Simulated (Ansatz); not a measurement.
`SC[CH2][SnH3]` + H₂S → `SCCS` + `[SnH4]`  (substitution at a C–Sn bond)

Calculated with Ansatz (gas phase, PBE0-D4/def2-TZVP geometries, no zero-point term in ΔE). CCSD(T)/CBS adds triple-zeta CCSD(T) − MP2 to the extrapolated MP2 energy (def2 sets, frozen cores). This one scheme is used for every species. def2 core potentials past Kr. For Sn outer-core shells are correlated without core-valence functions, which leaves a few kJ/mol of doubt a bond. One conformer a species, not always the lowest.

| species | MP2/CBS(def2) energy (Eh) |
| --- | --- |
| `SC[CH2][SnH3]` | -692.61103 |
| H₂S | -398.94045 |
| `SCCS` | -875.17441 |
| `[SnH4]` | -216.36563 |

Work out ΔE.

ΔE = (-875.17441) + (-216.36563) − (-692.61103) − (-398.94045) = 0.01144 Eh = +30.0 kJ/mol. CCSD(T)/CBS gives +27.6 kJ/mol.

Largest T1 diagnostic among the species: 0.013.

In def2-TZVPP, CCSD(T) changes the Hartree–Fock value by +7.2 kJ/mol (the triples alone add −0.4 kJ/mol) and MP2 by +9.6 kJ/mol.
